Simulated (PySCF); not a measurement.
## Spinor energies of Cd+ (cadmium, charge +1)

Start: [Kr] 4d10 5p1; 5p3/2 filled at m_j = +3/2. Calculated with PySCF 2.14 in x2c-SVPall-2c with one added diffuse shell each of s, p, d type (7s10p7d1f, 79 functions): generalised Hartree-Fock with the X2C-1e Hamiltonian and a Gaussian nucleus; one run each with spin-orbit coupling (SO) switched off, then screened by Boettger's factors. This is a chosen level, not necessarily the ground level.

| spinor shell | electrons | ε, spin-free (eV) | ε, screened SO (eV) | weight of nominal j (screened SO) | rms radius, screened SO (bohr) |
| --- | --- | --- | --- | --- | --- |
| 1s1/2 | 2 | -26851.2 | -26849.2 | 1.000 | 0.0349 |
| 2s1/2 | 2 | -4081.8 | -4081.3 | 1.000 | 0.142 |
| 2p1/2 | 2 | -3657.5 | -3791.1 | 1.000 | 0.124 |
| 2p3/2 | 4 | -3657.5 | -3596.1 | 1.000 | 0.128 |
| 3s1/2 | 2 | -806.94 | -806.86 | 1.000 | 0.381 |
| 3p1/2 | 2 | -664.06 | -688.74 | 1.000 | 0.376 |
| 3p3/2 | 4 | -664.06 | -652.74 | 1.000 | 0.387 |
| 3d3/2 | 4 | -440.86 | -445.15 | 1.000 | 0.362 |
| 3d5/2 | 6 | -440.86 | -437.99 | 1.000 | 0.365 |
| 4s1/2 | 2 | -139.26 | -139.30 | 1.000 | 0.942 |
| 4p1/2 | 2 | -95.141 | -99.415 | 1.000 | 1.01 |
| 4p3/2 | 4 | -95.141 | -93.268 | 1.000 | 1.04 |
| 4d3/2 | 4 | -29.946 | -30.494 | 0.996 | 1.35 |
| 4d5/2 | 6 | -29.946 | -29.685 | 0.997 | 1.38 |
| 5p3/2 | 1 | -10.453 | -10.368 | 1.000 | 3.89 |

| quantity | spin-free | screened SO |
| --- | --- | --- |
| E (hartree) | -5589.80356 | -5590.89322 |
| M_J | 3/2 | 3/2 |
| ⟨J²⟩ | 3.754 | 3.754 |
| ⟨L²⟩ | 2.002 | 2.018 |
| ⟨S²⟩ | 0.751 | 0.767 |

Breit and QED terms are absent; they matter most for the inner s and p1/2 levels.

Densities and radii are taken from the X2C orbitals without a picture-change correction, which distorts them close to the nucleus.

Without spin-orbit coupling the j labels of p, d and f shells carry no meaning; the spin-free column gives the mean over the occupied spinors of each nl shell.
